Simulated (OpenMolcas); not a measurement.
Pd3+: moving or changing the point charges

Pd3+ among 6 point charges of -1.7 e arranged as an octahedron (Oh), 1.97 Å from the ion.

```json
{
  "Program": "OpenMolcas 26.06",
  "Method": "CASSCF",
  "Basis": "ANO-RCC-VTZP [7s6p4d2f1g]",
  "Scalar Hamiltonian": "DKH2, point nucleus",
  "Active space": "7 electrons in 5 orbitals (4d)",
  "State averaging": "2S+1 = 4 even, 10 roots; 2S+1 = 2 even, 40 roots",
  "Spin-orbit coupling": "state interaction with AMFI integrals over the reference wave functions"
}
```

Runs around this geometry, states (labels of O, the rotations of Oh). Energies in cm-1 above the lowest state or level, χT in cm3 K/mol; under a threefold ground state the first gap can be a small split of the lowest multiplet, not the spin-orbit step; 10Dq and B are least-squares fits to the states below 45000 cm-1, weighted by degeneracy, with a free offset, and given where the rms deviation is under 5 % of |10Dq| (or 100 cm-1) and under 700 cm-1.

| R (Å) | q (e) | Ground state | First state of that spin | 10Dq | B (rms of fit) | First gap with spin-orbit (degeneracies) | χT at 300 K | First state of another spin |
| --- | --- | --- | --- | --- | --- | --- | --- | --- |
| 1.97 | -1.36 | 4T1 | 4T2 4373 | 4992 | 996 (96) | 776.9 (2, 4) | 3.663 | 2E 14100 |
| 1.88 | -1.7 | 4T1 | 4T2 6972 | 7795 | 991 (162) | 879.3 (2, 4) | 3.343 | 2E 11665 |
| 1.97 | -1.7 | 4T1 | 4T2 5501 | 6221 | 994 (127) | 836.4 (2, 4) | 3.494 | 2E 13066 |
| 2.14 | -1.7 | 4T1 | 4T2 3623 | 4161 | 997 (77) | 718.1 (2, 4) | 3.815 | 2E 14792 |

Taking |10Dq| as R^-n, n = -ln(4161 / 7795) / ln(2.14 / 1.88) = 4.8 between the shortest and longest distance. The point-charge formula for a cubic d site gives n = 5.

Scaling the charges by -1.36 / -1.7 = 0.80 scales |10Dq| by 4992 / 6221 = 0.80; with fixed orbitals a first-order splitting would follow the charge.

An orbital triplet at a regular site is open to Jahn-Teller coupling, which can distort the site and quench the lowest spin-orbit gaps and is left out. Without dynamic correlation the repulsion within the d shell is too large (B by tens of per cent), so at a given field states of lower spin stand too high. This shell can be high or low spin here, a state of another spin lies low, and with metal d orbitals alone active their balance is uncertain, so the ground spin may be wrong. Point charges give a weaker field than real ligands, and real ions of this kind are as a rule low spin; the high spin found here belongs to the model. This field is weak: 10Dq is about 4992 cm-1, while octahedral complexes of 4d ions of charge 3 and more, computed by the same method with explicit ligands, had a median near 25000 cm-1. Ground spin and moment need not be those of a real site (figures for R = 1.97, q = -1.36; the like holds for R = 1.88, q = -1.7, R = 1.97, q = -1.7, R = 2.14, q = -1.7). This is an electrostatic model: the charges have no orbitals. No measured value stands beside these numbers.
